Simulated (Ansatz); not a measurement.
Consider the cleavage of the Ge–Si bond: `[OH][GeH2][SiH](O)O` + H₂Te → `[OH][GeH2][TeH]` + `O[SiH2]O`.

Computed with Ansatz on PBE0-D4/def2-TZVP structures; ΔE is electronic, products minus reactants. CCSD(T)/CBS is the MP2 limit (def2-TZVPP, def2-QZVPP) plus CCSD(T) − MP2 in def2-TZVPP, frozen cores. DFT in def2-TZVPP. Elements past krypton have def2 core potentials. For Ge, Te outer-core shells are correlated without core-valence functions, which leaves a few kJ/mol of doubt a bond. Scalar relativity is left out up to krypton. Each species was taken in one conformer, which may not be the lowest.

```csv
level,ΔE (kJ/mol),difference from CCSD(T)/CBS
PBE-D4,-55.0,9.9
r2SCAN-D4,-61.0,3.9
PBE0-D4,-59.3,5.6
ωB97X-V,-58.4,6.5
ωB97M-V,-59.9,5.0
B2PLYP,-66.0,-1.1
SCS-MP2/def2-TZVPP,-70.7,-5.8
CCSD/def2-TZVPP,-61.7,3.2
CCSD(T)/def2-TZVPP,-61.1,3.8
HF/def2-QZVPP,-78.6,-13.7
CCSD(T)/CBS,-64.9,0
```

Largest T1 diagnostic among the species: 0.012.

In def2-TZVPP, CCSD(T) changes the Hartree–Fock value by +16.1 kJ/mol (the triples alone add +0.6 kJ/mol) and MP2 by +5.2 kJ/mol. From PBE to PBE0 (25 % exact exchange), in def2-TZVPP and without D4, ΔE moves by −4.1 kJ/mol.
